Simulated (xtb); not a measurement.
ClI, triplet, from a rough starting geometry (a higher spin typed on purpose: for a closed-shell molecule this is an excited state); xtb with GFN2-xTB.

Input for xtb:
```
$ xtb mol.xyz --gfn 2 --uhf 2 --opt vtight --json

# file mol.xyz
2

Cl     1.15197856    -0.03160438     0.00602490
I     -1.17176948    -0.03780034     0.01121405
```

The log (banner, timings and long lists left out):

```
   ID    Z sym.   atoms
    1   17 Cl     1
    2   53 I      2

           -------------------------------------------------
          |                Calculation Setup                |
           -------------------------------------------------

           -------------------------------------------------
          |                 G F N 2 - x T B                 |
           -------------------------------------------------

          ...................................................
          :                      SETUP                      :
          :.................................................:
          :  # basis functions                  20          :
          :  # atomic orbitals                  18          :
          :  # shells                            6          :
          :  # electrons                        14          :
          :  max. iterations                   250          :
          :  Hamiltonian                  GFN2-xTB          :
          :  restarted?                      false          :
          :  GBSA solvation                  false          :
          :  PC potential                    false          :
          :  electronic temp.          300.0000000     K    :
          :  accuracy                    1.0000000          :
          :  -> integral cutoff          0.2500000E+02      :
          :  -> integral neglect         0.1000000E-07      :
          :  -> SCF convergence          0.1000000E-05 Eh   :
          :  -> wf. convergence          0.1000000E-03 e    :
          :  Broyden damping             0.4000000          :
          :  net charge                          0          :
          :  unpaired electrons                  2          :
          ...................................................

 iter      E             dE          RMSdq      gap      omega  full diag
   1     -8.2556775 -0.825568E+01  0.613E+00    7.72       0.0  T
   2     -8.2549674  0.710095E-03  0.518E+00    8.04       1.0  T
   3     -8.2526296  0.233781E-02  0.311E+00    7.79       1.0  T
   4     -8.2607264 -0.809676E-02  0.952E-01    8.08       1.0  T
   5     -8.2607605 -0.341252E-04  0.618E-01    8.09       1.0  T
   6     -8.2607944 -0.339244E-04  0.224E-01    8.09       1.0  T
   7     -8.2607779  0.165665E-04  0.159E-01    8.10       1.0  T
   8     -8.2608010 -0.231150E-04  0.121E-01    8.10       1.0  T
   9     -8.2608022 -0.120401E-05  0.248E-02    8.09       2.8  T
  10     -8.2608022 -0.556536E-07  0.127E-02    8.09       5.6  T
  11     -8.2608024 -0.117620E-06  0.285E-04    8.09     248.2  T
  12     -8.2608024 -0.111285E-09  0.273E-05    8.09    2592.5  T

   *** convergence criteria satisfied after 12 iterations ***

 transition dipole moment (au) for excitation:           7           8
     X       Y       Z
   0.0004   0.0708   0.2517  total (au/Debye):    0.261   0.665
 dE (eV)             :    2.995
 oscillator strength :  0.70945E-02

         :::::::::::::::::::::::::::::::::::::::::::::::::::::
         ::                     SUMMARY                     ::
         :::::::::::::::::::::::::::::::::::::::::::::::::::::
         :: total energy              -8.258641522212 Eh    ::
         :: gradient norm              0.120066899592 Eh/a0 ::
         :: HOMO-LUMO gap              8.089454808048 eV    ::
         ::.................................................::
         :: SCC energy                -8.260802351781 Eh    ::
         :: -> isotropic ES            0.000193430593 Eh    ::
         :: -> anisotropic ES          0.000811951413 Eh    ::
         :: -> anisotropic XC         -0.006644296753 Eh    ::
         :: -> dispersion             -0.001019274339 Eh    ::
         :: repulsion energy           0.002160829569 Eh    ::
         :: add. restraining           0.000000000000 Eh    ::
         :: total charge              -0.000000000000 e     ::
         :::::::::::::::::::::::::::::::::::::::::::::::::::::

[...]
 * total energy  :    -8.2586415 Eh     change       -0.5275780E-12 Eh
 * total energy  :    -8.2892633 Eh     change       -0.3062173E-01 Eh
 * total energy  :    -8.2893481 Eh     change       -0.8485492E-04 Eh
 * total energy  :    -8.2893818 Eh     change       -0.3365843E-04 Eh
 * total energy  :    -8.2893819 Eh     change       -0.1341277E-06 Eh
 * total energy  :    -8.2893820 Eh     change       -0.5919291E-07 Eh
   *** GEOMETRY OPTIMIZATION CONVERGED AFTER 6 ITERATIONS ***
         :: total energy              -8.289381958193 Eh    ::
[...]
         :: -> anisotropic XC         -0.000097137763 Eh    ::
         :: -> dispersion             -0.001001788996 Eh    ::
         :: repulsion energy           0.000042642582 Eh    ::
         :: add. restraining           0.000000000000 Eh    ::
         :: total charge               0.000000000000 e     ::
         :::::::::::::::::::::::::::::::::::::::::::::::::::::

           -------------------------------------------------
          |                Property Printout                |
           -------------------------------------------------

    * Orbital Energies and Occupations

         #    Occupation            Energy/Eh            Energy/eV
      -------------------------------------------------------------
         1        2.0000           -1.0717163             -29.1629
         2        2.0000           -0.7736968             -21.0534
         3        2.0000           -0.4944550             -13.4548
         4        2.0000           -0.4639654             -12.6251
         5        2.0000           -0.4639654             -12.6251
         6        1.5000           -0.4462729             -12.1437
         7        1.5000           -0.4462729             -12.1437
         8        1.0000           -0.3979441             -10.8286 (HOMO)
         9                         -0.0265887              -0.7235 (LUMO)
        10                         -0.0265887              -0.7235
        11                         -0.0173147              -0.4712
        12                         -0.0173147              -0.4712
        13                         -0.0038872              -0.1058
        14                         -0.0038872              -0.1058
        15                         -0.0023525              -0.0640
        16                         -0.0023525              -0.0640
        17                         -0.0003010              -0.0082
        18                          0.1069705               2.9108
      -------------------------------------------------------------
                  HL-Gap            0.3713554 Eh           10.1051 eV
             Fermi-level           -0.3292696 Eh           -8.9599 eV

     #   Z          covCN         q      C6AA      α(0)
     1  17 Cl       0.759    -0.047   100.434    15.330
     2  53 I        0.759     0.047   367.862    33.112

 Mol. C6AA /au·bohr⁶  :        850.627723
 Mol. C8AA /au·bohr⁸  :      61646.850051
 Mol. α(0) /au        :         48.441334

Wiberg/Mayer (AO) data.
largest (>0.10) Wiberg bond orders for each atom

 ---------------------------------------------------------------------------
     #   Z sym  total        # sym  WBO       # sym  WBO       # sym  WBO
 ---------------------------------------------------------------------------
     1  17 Cl   0.846 --     2 I    0.846
     2  53 I    0.846 --     1 Cl   0.846
 ---------------------------------------------------------------------------

Topologies differ in total number of bonds
Writing topology from bond orders to xtbtopo.mol

molecular dipole:
                 x           y           z       tot (Debye)
 q only:       -0.248      -0.001       0.001
   full:       -0.084      -0.000       0.000       0.213
molecular quadrupole (traceless):
                xx          xy          yy          xz          yz          zz
 q only:        0.009       0.024      -0.005      -0.006      -0.000      -0.005
  q+dip:       -0.342       0.007       0.171      -0.001      -0.000       0.171
   full:       -0.146       0.008       0.073      -0.002      -0.000       0.073

optimized geometry written to: xtbopt.xyz

           -------------------------------------------------
          | TOTAL ENERGY               -8.289381958193 Eh   |
          | GRADIENT NORM               0.000000140508 Eh/α |
          | HOMO-LUMO GAP              10.105094742332 eV   |
           -------------------------------------------------

normal termination of xtb
```
